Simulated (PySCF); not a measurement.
An unknown shows these calculated signals:

¹H NMR (400 MHz, computed): δ 6.67 (q, 1H), 4.87 (m, 2H), 4.60 (s, 2H), 1.85 (d, 3H).

¹³C{¹H} NMR (computed): δ 152.1 (CH), 140.0 (C), 136.0 (C), 52.3 (CH2), 18.8 (CH3).

Computational details: geometry: GFN2-xTB, shieldings: GIAO PBE0/pcSseg-1, in PySCF 2.14 (equivalent nuclei averaged, non-relativistic, a single conformation, no solvent model).

Referencing at the same level of theory: ¹H (σref 31.72), ¹³C (σref 186.93) vs TMS.

Question: Which of these does the molecule contain: a non-aromatic C=C double bond, a CF3 group, an aldehyde, an S-methyl group, a methoxy group, a Si–H bond?

Answer: 
- A non-aromatic C=C double bond: yes.
- A CF3 group: yes (δC 140.0).
- An aldehyde: no.
- An S-methyl group: no.
- A methoxy group: no.
- A Si–H bond: yes (δH 4.87 (m)).

The data belong to `InChI=1S/C5H8ClF3Si/c1-2-4(3-6)10-5(7,8)9/h2H,3,10H2,1H3/b4-2+`; they needn't prove each group on their own.

Carbon signals by region: 3 in the sp2 and nitrile region (100–160 ppm), 1 at 50–100 ppm, 1 below 50 ppm.

Carbons that carry Cl, above all several Cl atoms, come out too deshielded, partly because spin–orbit coupling is missing. Splittings by ¹⁹F in the carbon and heteronuclear signals aren't shown, as no couplings were computed. Shifts are as computed. Against solution values, carbons near 30 ppm lie about +3 ppm off and those near 130 ppm about +5 ppm; carbons on Cl a further +6 ppm. Of 1309 compounds with measured shifts, 239 miss one by over three times the rms of a fit or turn the order of signals round; such compounds aren't used in these exercises. Multiplicities follow the n + 1 count of equivalent neighbours, as no J values were calculated; m marks all less simple cases, F and P coupling included.
